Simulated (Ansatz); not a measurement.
```yaml
crystal:
  periodic: [false, false, false]
  atoms:
    - {symbol: O, position_ang: [-2.779107, -0.030414, -0.709783]}
    - {symbol: C, position_ang: [-1.654119, 0.013116, -0.430744]}
    - {symbol: N, position_ang: [-0.491900, 0.102561, -0.147799]}
    - {symbol: Si, position_ang: [1.024956, -0.502465, 0.307677]}
    - {symbol: Cl, position_ang: [2.378485, -0.013020, -1.141324]}
    - {symbol: Cl, position_ang: [1.563882, 0.366221, 2.075773]}
basis:
  gaussian: {orbitals: pcseg-2, point_charges: [{charge: 1.00, position_ang: [7.089, 0.282, -0.519]}]}
total_charge: 1
magnetization: {spin_polarized: true, initial_magnetization: 0}
hamiltonian: {xc: {name: HF}}
correlation: {method: mp2}
output: {forces: true}
```

```sh
$ ansatz run in.yaml --threads 4 --pin off --events-out ev --progress --plain --max-ram 10444MiB
```

It prints (some lines left out):

```
Functional definition: HF
1231 factors; integrals over basis functions are off by at most 1.2e-3 eV
mean field evaluation 1: about -37408.2041 eV, gradient 3.6e1 eV
mean field evaluation 2: about -37408.2230 eV, gradient 3.6e1 eV
mean field evaluation 4: about -37413.3086 eV, gradient 3.3e0 eV
mean field evaluation 8: about -37413.3733 eV, gradient 3.0e-1 eV
mean field evaluation 16: about -37413.0031 eV, gradient 2.3e0 eV
mean field -37413.37448462 eV, -1374.9161526139 hartree, gradient 2.9e-6 eV, S^2 0.000000; 3 other end points of the search recorded, 0 dependent functions left out
18 core orbitals not correlated: weight in the atoms' cores, before any rotation towards them, 1.000 or more for the frozen orbitals, at most 0.000 for the correlated occupied ones
reference -37413.37448462 eV, -1374.9161526139 hartree; 16, 16 occupied and 158, 158 virtual orbitals, 1231 factors
second order -27.18965900 eV of doubles, -0.00000000 eV of singles
mean field evaluation 32: about -37413.3500 eV, gradient 1.8e-1 eV
Total energy: -37440.56414362 eV, -1375.9153541522 hartree
Atom 0 at    -2.779107    -0.030414    -0.709783 Å, force     0.823622     0.134295     0.195690 eV/Å
Atom 1 at    -1.654119     0.013116    -0.430744 Å, force    -4.043135    -0.529204    -0.957449 eV/Å
Atom 2 at    -0.491900     0.102561    -0.147799 Å, force     4.779450    -1.468133     1.301477 eV/Å
Atom 3 at     1.024956    -0.502465     0.307677 Å, force    -0.691436     4.770253    -0.310643 eV/Å
Atom 4 at     2.378485    -0.013020    -1.141324 Å, force    -0.834976    -1.289841     0.946597 eV/Å
Atom 5 at     1.563882     0.366221     2.075773 Å, force    -0.338611    -1.656472    -1.145886 eV/Å
Dipole moment:    -0.214236    -0.552157     0.122180 e Å
```

Hardware: 4 threads of an AMD EPYC 9R45 on a shared host. Wall time 4.4 s, peak host memory 0.9 GiB.
